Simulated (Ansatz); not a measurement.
A nudged elastic band was laid between two geometries of C2H6GeOSe (11 atoms, charge 0, multiplicity 1).

Computed with RKS B3LYP-D4/def2-SVP in Ansatz 0.2.0.

```yaml
movable_images: 5
climbing_image: yes
spring: 5.0 eV/Å²
optimiser: quadratic models (default)
start_path: IDPP
force_threshold: 0.05 eV/Å
iteration_limit: 58
end_points: relaxed
```

Image 0:

```xyz
11
Properties=species:S:1:pos:R:3
C -1.690 0.579 1.126
Ge -0.004 0.729 0.163
O 1.137 -0.688 0.549
C 0.751 -0.750 -0.802
Se 2.118 -0.391 -2.170
H -2.019 -0.469 1.100
H -1.551 0.890 2.172
H -2.458 1.215 0.663
H 0.744 2.065 0.173
H 0.137 -1.622 -1.074
H 2.899 -1.615 -1.880
```

Image 6:

```xyz
11
Properties=species:S:1:pos:R:3
C -1.820 0.583 0.896
Ge -0.168 0.715 -0.125
O 1.237 -0.168 0.715
C 0.928 -0.819 -0.492
Se 2.238 -0.723 -1.955
H -2.688 0.810 0.260
H -1.912 -0.440 1.289
H -1.798 1.292 1.737
H 0.272 2.082 -0.659
H 0.526 -1.838 -0.385
H 3.250 -1.551 -1.261
```

Q: What changes between the two ends?

A: No bond is made or broken. The dihedral H8–C1–Ge2–O3 goes from -162 to 78°. The two ends are copies of one structure, up to a mirror image or an exchange of like atoms.

Q: What energy profile does the band end with?

A: The run converged. The highest image is number 3 of 0 to 6, 2.0 kJ/mol above the ends, which have the same energy within 2 meV. A vibrational analysis at the climbing image gives one clearly imaginary mode, 84i cm⁻¹: a first-order saddle point.

```
image  path coordinate (Å)  energy (kJ/mol)  dihedral H8–C1–Ge2–O3 (°)
    0                 0.00              0.0                       -162
    1                 0.55              0.5                        178
    2                 1.10              1.5                        158
    3                 1.65              2.0                        138
    4                 2.21              1.4                        118
    5                 2.77              0.5                         98
    6                 3.33              0.0                         78
```

Q: What is the geometry of the highest image?

A: 
```xyz
11
Properties=species:S:1:pos:R:3
C -1.799 0.579 0.952
Ge -0.139 0.728 -0.062
O 1.226 -0.292 0.691
C 0.894 -0.811 -0.570
Se 2.210 -0.636 -2.021
H -2.493 -0.115 0.456
H -1.559 0.193 1.953
H -2.278 1.564 1.044
H 0.373 2.117 -0.452
H 0.446 -1.817 -0.560
H 3.186 -1.567 -1.412
```

Time of the run: 110 s on 2 threads of Arm Neoverse V1, on a shared host, peak memory 0.4 GiB.
